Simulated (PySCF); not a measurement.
The dipole of `C=Cc1cnn(CCC)n1` from its density and from atomic charges.

Coordinates (GFN2-xTB, Å) and charges (e) from the PBE0/pcSseg-1 density (PySCF):

| atom | x | y | z | Mulliken | IAO | Hirshfeld | ESP-fitted |
| --- | --- | --- | --- | --- | --- | --- | --- |
| C1 | -3.084 | 0.847 | 1.703 | -0.0991 | -0.3014 | -0.0949 | -0.2282 |
| C2 | -2.841 | -0.292 | 1.068 | -0.1928 | -0.1535 | -0.0537 | -0.3460 |
| C3 | -1.717 | -0.493 | 0.183 | +0.1028 | +0.0431 | +0.0101 | +0.3540 |
| C4 | -1.361 | -1.656 | -0.527 | +0.0834 | -0.1074 | -0.0348 | -0.0747 |
| N5 | -0.266 | -1.400 | -1.222 | -0.2046 | -0.2421 | -0.1325 | -0.4856 |
| N6 | 0.019 | -0.150 | -0.943 | -0.2626 | +0.1635 | +0.1070 | +0.6760 |
| C7 | 1.171 | 0.511 | -1.483 | +0.0847 | -0.1561 | -0.0116 | -0.4041 |
| C8 | 2.452 | 0.019 | -0.803 | -0.2846 | -0.2558 | -0.0667 | +0.3119 |
| C9 | 2.507 | 0.435 | 0.661 | -0.2826 | -0.4220 | -0.1210 | -0.3597 |
| N10 | -0.805 | 0.437 | -0.116 | -0.2479 | -0.2488 | -0.1161 | -0.5511 |
| H11 | -3.932 | 0.964 | 2.357 | +0.1170 | +0.1541 | +0.0488 | +0.1428 |
| H12 | -2.433 | 1.695 | 1.580 | +0.1261 | +0.1611 | +0.0444 | +0.1441 |
| H13 | -3.488 | -1.152 | 1.185 | +0.0920 | +0.1518 | +0.0506 | +0.1727 |
| H14 | -1.838 | -2.613 | -0.556 | +0.0829 | +0.1705 | +0.0627 | +0.1616 |
| H15 | 1.212 | 0.299 | -2.555 | +0.1374 | +0.1624 | +0.0542 | +0.1158 |
| H16 | 1.032 | 1.581 | -1.319 | +0.1290 | +0.1647 | +0.0550 | +0.1535 |
| H17 | 2.491 | -1.068 | -0.886 | +0.1360 | +0.1479 | +0.0380 | -0.0409 |
| H18 | 3.309 | 0.432 | -1.337 | +0.1224 | +0.1392 | +0.0451 | -0.0144 |
| H19 | 1.638 | 0.066 | 1.200 | +0.1321 | +0.1464 | +0.0324 | +0.1157 |
| H20 | 3.399 | 0.035 | 1.135 | +0.1193 | +0.1447 | +0.0433 | +0.0762 |
| H21 | 2.525 | 1.519 | 0.748 | +0.1091 | +0.1378 | +0.0397 | +0.0805 |

Task: Form Σ q r in debye for every column and set it beside the full dipole.

Result: The full density gives (0.69, 0.22, -0.03) D, 0.72 D in size; dipole vectors point from the negative to the positive end.

| scheme | μx | μy | μz | size (D) | share of the full size (%) | angle to the full dipole (°) |
| --- | --- | --- | --- | --- | --- | --- |
| Mulliken | 0.99 | 1.20 | 0.72 | 1.72 | 238 | 42 |
| IAO | 1.31 | 0.58 | -0.42 | 1.49 | 206 | 15 |
| Hirshfeld | 0.96 | 0.45 | -0.53 | 1.19 | 165 | 25 |
| ESP-fitted | 0.70 | 0.22 | -0.01 | 0.73 | 101 | 2 |

Task: Which set comes closest?

Result: Length of the difference vector: ESP-fitted 0.03 D, Hirshfeld 0.61 D, IAO 0.82 D, Mulliken 1.28 D. Closest: ESP-fitted. The schemes that divide the density aren't constrained to reproduce the dipole.

Task: What is left for the Hirshfeld atoms' own dipoles?

Result: The shares of the density sum to the whole, so what Σ q r misses lies in dipoles about the nuclei. The atomic dipoles sum to (0.69, 0.22, -0.03) − (0.96, 0.45, -0.53) = (-0.27, -0.23, 0.50) D, 0.61 D in size.

Task: With the origin at the mean of the coordinates, (0.000, 0.001, 0.003) Å, which are the largest single terms, by size, of the Hirshfeld dipole along the direction of the full one?

Result: C9 -1.45, C1 +1.26, H13 -0.90, H11 -0.84, C8 -0.76 D; all 21 atoms together +1.08 D. The single terms depend on the origin, their sum doesn't.

Task: Give the size of the full dipole in other units.

Result: 0.72 D = 0.284 au = 0.150 e·Å = 2.41 × 10⁻³⁰ C·m.

The structure is a single GFN2-xTB conformer in the gas phase; no vibrational or solvent corrections.

The values belong to the conformer `[CH2:1]=[CH:2][c:3]1[cH:4][n:5][n:6]([CH2:7][CH2:8][CH3:9])[n:10]1`: C1–C2–C3–C4 179°, N5–N6–C7–C8 -74°, N6–C7–C8–C9 -67°.
